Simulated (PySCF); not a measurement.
Computed Raman spectrum (relative Raman activity) of a molecule C3H6BFO. Geometry: PBE0-D3(BJ)/def2-SVP. One conformer was computed; it need not be the lowest. All values below come from PBE0-D3(BJ)/def2-SVP run with PySCF. Harmonic, unscaled wavenumbers; measured fundamentals usually lie a few per cent lower.

| ν (cm⁻¹) | relative intensity |
|---|---|
| 310 | 2.1 |
| 618 | 2.3 |
| 683 | 5.9 |
| 952 | 2.8 |
| 1287 | 2.5 |
| 1354 | 9.9 |
| 1381 | 3.9 |
| 1399 | 6.9 |
| 1422 | 9.6 |
| 1472 | 4.3 |
| 1725 | 38 |
| 3050 | 100 |
| 3139 | 47 |
| 3154 | 55 |
| 3182 | 73 |
| 3298 | 39 |
| 3911 | 63 |

Q: Pick the molecule that these values belong to.
A) FB1CCOC1
B) C=CCB(O)F
C) C=C(F)B(C)O
D) C[C@H]1COB1F

A: C, C=C(F)B(C)O
